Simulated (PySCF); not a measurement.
**`CSB(Cl)Cl`, CH₃BCl₂S**

Geometry:
| atom | x (Å) | y (Å) | z (Å) |
| --- | --- | --- | --- |
| B1 | 0.321 | 1.160 | -0.931 |
| Cl2 | 1.873 | 0.953 | -0.183 |
| Cl3 | 0.122 | 2.410 | -2.110 |
| S4 | -1.079 | 0.121 | -0.517 |
| C5 | -0.397 | -1.000 | 0.756 |
| H6 | 0.451 | -1.539 | 0.347 |
| H7 | -1.194 | -1.686 | 1.017 |
| H8 | -0.096 | -0.419 | 1.621 |

Level of theory: GIAO BP86/def2-SVP magnetisability, rotational g tensor and spin-rotation constants, non-relativistic, gas phase in PySCF 2.14.0. Geometry: GFN2-xTB.

Question: How diamagnetic is it, and how anisotropic?

Answer: Isotropic -1245 × 10⁻³⁰ J/T², or -75.0 × 10⁻⁶ cm³/mol; principal values -1327, -1246, -1164 × 10⁻³⁰ J/T², anisotropy 141 × 10⁻³⁰ J/T² (root of half the summed squared differences of the principal values). The susceptibility is in cgs units.

Question: Split it along the inertial axes a, b, c into diamagnetic and paramagnetic parts about the centre of mass, with the quadrupole moment.

Answer: 
```tsv
axis	χ (10⁻⁶ cm³/mol)	diamagnetic (10⁻⁶ cm³/mol)	paramagnetic (10⁻⁶ cm³/mol)	summed x² of all electrons (Å²)	quadrupole Θ (D Å)
a	-74.1	-431.4	357.3	153.4	+5.57
b	-71.0	-701.7	630.7	89.7	-4.20
c	-79.9	-1031.6	951.7	12.0	-1.38
```
Anisotropies 2χaa − χbb − χcc = +2.8 and 2χbb − χaa − χcc = +11.9 × 10⁻⁶ cm³/mol. Θ is traceless in Buckingham's convention.

Question: And the rotational g tensor?

Answer: 
```csv
axis,rotational constant (GHz),g,nuclear part,electronic part
a,3.1273,-0.0229,0.5021,-0.5250
b,1.8765,-0.0114,0.5446,-0.5560
c,1.1816,-0.0032,0.5251,-0.5283
```
Asymmetric top; isotopes 11B, 12C, 35Cl, 1H, 32S; no vibrational averaging.
